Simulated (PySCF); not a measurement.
**Simulated characterisation data**

[PySCF 2.14: coordinates at the GFN2-xTB level; PBE0/pcSseg-1 with gauge-including orbitals; non-relativistic; isolated molecule; one conformer; averaged over atoms made equivalent by symmetry, fast rotation or ring inversion]

δ = σ(ref) − σ, references computed at the same level: $^{1}$H (σref 31.72), $^{13}$C (σref 186.93) against TMS. Splittings of carbon signals by F and P are missing where no couplings were computed. Where no couplings were computed, multiplicities follow the n + 1 count of equivalent neighbours, and m marks all less simple cases (inequivalent or close neighbours, rings, F or P nearby). Shifts are as computed. Against solution values, carbons near 30 ppm lie about +3 ppm off and those near 130 ppm about +5 ppm; carbons on Cl a further +6 ppm. Of 1211 compounds with measured shifts, 218 miss one by over three times the rms of a fit or turn the order of signals round; such compounds aren't used in these exercises. Carbons bonded to Cl come out too deshielded.

Compound 1 (C$_{6}$H$_{13}$OPSi). $^{1}$H NMR (600 MHz, computed): δ 3.96 (m, 3H), 2.53 (m, 4H), 1.88 (m, 4H), 0.72 (m, 2H). $^{13}$C{$^{1}$H} NMR (computed): δ 214.9, 43.0, 38.3, 12.6. Structure: SMILES O=C1CCP(C[SiH3])CC1.

Compound 2 (C$_{5}$H$_{6}$Cl$_{2}$Si). $^{1}$H NMR (600 MHz, computed): δ 7.12 (m, 1H), 6.78 (d, 1H), 6.55 (m, 1H), 6.52 (s, 1H), 4.97 (m, 2H). $^{13}$C{$^{1}$H} NMR (computed): δ 155.9, 154.7, 146.4, 140.4, 87.0. Structure: `ClC(Cl)C1=CC=C[SiH2]1`.
